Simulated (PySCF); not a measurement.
**A run with a changed setting**

The sound run of [Dy(NH3)6]3+ (singlet in the valence; each metal's 4f electrons, 9 of them, lie in its core potential, out of spins and levels) uses PySCF 2.14.0, RKS BP86, Dy lcecp-1-SVP with ECP55, N def2-SVP, H def2-SVP; non-relativistic Hamiltonian with scalar-relativistic core potentials where named; density fitting; no spin-orbit coupling, grid (50, 194), threshold 1e-8 and 55 cycles at the relaxed geometry. This run, with dm0 from free metal ions and neutral atoms, differs:

```python
mol = gto.M(atom='''
Dy     0.00651    -0.00197     0.00345
N      0.19204    -0.02162     2.54247
H      0.72827     0.76523     2.95788
H     -0.70804     0.01815     3.05954
H      0.65514    -0.85552     2.95442
N      0.24102    -0.02638    -2.53356
H      0.78359    -0.81939    -2.92905
H     -0.65351    -0.07735    -3.06106
H      0.70612     0.80204    -2.95419
N      2.54506     0.02802     0.16182
H      2.97104    -0.78177     0.65505
H      3.05323     0.03638    -0.74458
H      2.95596     0.84166     0.66155
N     -0.20912     2.51795    -0.22425
H     -0.44469     3.02921     0.64989
H      0.64445     3.01136    -0.55462
H     -0.93735     2.84931    -0.88808
N     -2.52548     0.02304     0.27821
H     -2.91919     0.84619     0.77524
H     -3.06868     0.01148    -0.60806
H     -2.92991    -0.77697     0.80355
N     -0.23611    -2.52138    -0.21865
H     -0.49768    -3.02518     0.65226
H     -0.95526    -2.84436    -0.89554
H      0.61605    -3.02916    -0.52898''',
    basis={'Dy': 'lcecp-1-SVP', 'N': 'def2-SVP', 'H': 'def2-SVP'},
    ecp={'Dy': 'lcecp-1-SVP'},
    charge=3, spin=0)
mf = dft.RKS(mol, xc='B88,P86')
mf.grids.atom_grid = (50, 194)  # f atoms: unpruned, at least (60, 302)
mf = mf.density_fit()  # fitting sets: Dy AutoAux, N def2-universal-JKFIT, H def2-universal-JKFIT
mf.conv_tol = 1e-08; mf.max_cycle = 3
mf.kernel(dm0)
```

Task: What was changed, and how did it end?

Result: The cycle limit was cut. The SCF did not converge. These settings are unsound on purpose: the numbers aren't the compound's.
```
init E= -368.347281680751
cycle= 1 E= -374.100549456159  delta_E= -5.75  |g|= 2.58  |ddm|=  4.4
cycle= 2 E= -371.330982858753  delta_E= 2.77  |g|= 4.04  |ddm|= 5.62
cycle= 3 E= -375.458975958642  delta_E= -4.13  |g|= 0.316  |ddm|= 4.27
SCF not converged.
```

Run from Python with OMP_NUM_THREADS=4; the lines above give its settings.
It took 3.2 s on 4 threads of Intel(R) Xeon(R) 6975P-C (Granite Rapids) (shared host).

No frequency check is given that shows the relaxed geometry to be a minimum, and it was reached by following one of several unstable modes of a saddle point. An lcecp potential fixes the number of 4f electrons, so in runs with it no electron can move into or out of that shell.
